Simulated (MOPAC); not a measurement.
MOPAC input (PM3):

```
PM3 PRECISE GNORM=0.05 LET XYZ UHF MS=0.5 GEO-OK AUX(PRECISION=9) THREADS=1
ClSn

Sn   -0.00000000 1   -0.00000000 1   -0.60735660 1
Cl    0.00000000 1    0.00000000 1    1.78634293 1
```

**Question.** What heat of formation does the run end on?

**Answer.** 7.46 kcal/mol.
